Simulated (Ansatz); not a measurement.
`C[N]=[Mo](=[O])([F])[Cl]` + CH₃OH → `C[N]=[Mo](=[O])([F])[O]C` + HCl at 600 K and 1 bar (ligand exchange at a Mo–Cl bond).

Gas-phase electronic energies from Ansatz, PBE0-D4/def2-TZVP geometries. CCSD(T)/CBS is the MP2 limit (def2-TZVPP, def2-QZVPP) plus CCSD(T) − MP2 in def2-TZVPP, frozen cores. This one scheme is used for every species. Elements past krypton have def2 core potentials. For Mo outer-core shells are correlated without core-valence functions, which leaves a few kJ/mol of doubt a bond. One conformer a species, not always the lowest.

```csv
species,CCSD(T)/CBS energy (Eh),H − E (kJ/mol),S (J/(mol·K))
`C[N]=[Mo](=[O])([F])[Cl]`,-797.59379,192.6,470.4
CH₃OH,-115.61712,163.6,277.3
`C[N]=[Mo](=[O])([F])[O]C`,-452.81903,315.4,533.8
HCl,-460.38127,35.4,207.2
```

H − E and S are ideal-gas, rigid-rotor, harmonic terms from PBE0-D4/def2-TZVP, for one conformer and one mirror image of each species. 1 Eh = 2625.50 kJ/mol, R = 8.31446 J/(mol·K).

**Question.** By hand: ΔE, ΔH, ΔS and ΔG.

**Answer.** ΔE = (-452.81903) + (-460.38127) − (-797.59379) − (-115.61712) = 0.01061 Eh = 27.9 kJ/mol. Δ(H − E) = 315.4 + 35.4 − 192.6 − 163.6 = -5.4, so ΔH = 22.5 kJ/mol. ΔS = 533.8 + 207.2 − 470.4 − 277.3 = -6.7 J/(mol·K). ΔG = 22.5 − 600 × (-6.7)/1000 = 26.5 kJ/mol.

**Question.** By hand: the equilibrium constant, and the temperature at which ΔG would vanish if ΔH and ΔS stayed fixed.

**Answer.** log₁₀ K = −ΔG/(RT ln 10) = -2.3. ΔH and −TΔS have one sign here, so there is no such temperature.

The number of gas molecules stays the same, so ΔS is small and ΔH decides. A doubt of 5 kJ/mol in ΔE shifts log₁₀ K by 0.4 here. Other conformers and mirror images would add mixing entropy, several J/(mol·K) or more a flexible species. These are equilibria of isolated gas molecules and say nothing of rates. Largest T1 diagnostic: 0.022 (customary marks: 0.02 for closed shells, 0.045 for open ones).

ΔS is within the doubt of such terms, so its sign, and with it that verdict, could turn.
